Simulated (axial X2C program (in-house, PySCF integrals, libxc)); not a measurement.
## Spin–orbit effects down a group: molecules with Sb, PBE0

Calculated with an axial X2C code built on PySCF integrals, spin-free (one-electron X2C) or two-component (2c: spin–orbit coupling with atomic mean-field Coulomb and Gaunt terms, which also bring small scalar terms), in Dyall basis sets with cores contracted in-house; open shells are unrestricted.

Basis sets: Br dyall-cv3z, Cl dyall-av3z, F dyall-av3z, I dyall-cv3z, Sb dyall-cv3z.

```tsv
molecule	spin-free state	Re (Å)	ωe (cm⁻¹)	De (eV)	2c state	Re 2c (Å)	ωe 2c (cm⁻¹)	De 2c (eV)
SbF	M_S = 1, Λ = 0	1.921	609.2	4.13	Ω = 1	1.923	606.7	4.07
SbCl	?	?	?	?	?	?	?	?
SbBr	M_S = 1, Λ = 0	2.487	261.5	2.82	Ω = 1	2.490	259.5	2.67
SbI	M_S = 1, Λ = 0	2.685	210.6	2.43	Ω = 1	2.692	207.0	2.13
```

**Question.** Estimate the 2c Re and ωe of SbCl as the mean of its neighbours in the table.

**Answer.** Re ≈ 2.207 Å, ωe ≈ 433.1 cm⁻¹. The PBE0 runs give the row below, so the estimate misses by -0.139 Å and 63.0 cm⁻¹.

| molecule | spin-free state | Re (Å) | ωe (cm⁻¹) | De (eV) | 2c state | Re 2c (Å) | ωe 2c (cm⁻¹) | De 2c (eV) |
| --- | --- | --- | --- | --- | --- | --- | --- | --- |
| SbCl | M_S = 1, Λ = 0 | 2.344 | 372.0 | 3.19 | Ω = 1 | 2.346 | 370.1 | 3.13 |

Each entry is the lowest single determinant of a limited PBE0 search at one distance. De goes to single-determinant-based atoms at the same level (for ions the charge split of lowest energy) and is withheld (n/a) where an atom does not fit its ground term or J level. Main or longest-lived isotopes. One determinant is a doubtful description, or other states lie close, for SbF, SbCl, SbBr, SbI; these need not be ground states, and all values refer to the states named. Some open-shell Ω = 0 determinants are out of reach, so the Ω given for SbF, SbCl, SbBr, SbI need not be the lowest component. With several unpaired electrons the Ω given is that of one determinant, not necessarily of the lowest component. Some light 2c atoms are not at their ground J level, so De misses part of their lowering (0.04 eV or less). The functionals have no current term, which raises determinants with orbital currents.
